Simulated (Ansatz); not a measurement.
Basis-set extrapolation for `O[Si](F)(O[SiH3])O[SiH3]` (PBE0-D4/def2-TZVP geometry, frozen core, the Gaussian-basis code of Ansatz). Multiplicity 1, RHF reference.

|  | def2-TZVPP | def2-QZVPP |
| --- | --- | --- |
| HF | -1195.438196 | -1195.483945 |
| MP2 correlation | -1.308808 | -1.419857 |
| CCSD(T) correlation | -1.399896 | not run |

Energies in hartree. Use E(X) = E(∞) + A·exp(−7.88·√X) for Hartree–Fock and E(X) = E(∞) + B·X^(−2.97) for correlation, with X = 3 and 4, and add CCSD(T) minus MP2 of the smaller set to the MP2 limit.

Problem. What is the CCSD(T) energy at the basis-set limit?

Solution. HF limit: -1195.483945 + (-0.045749) × 0.13774 = -1195.49025. MP2 limit: -1.419857 + (-0.111049) × 0.74074 = -1.50212. Higher-order term: -1.399896 − (-1.308808) = -0.09109. Total: -1197.08346 hartree, 644.2 kJ/mol below CCSD(T)/def2-TZVPP.
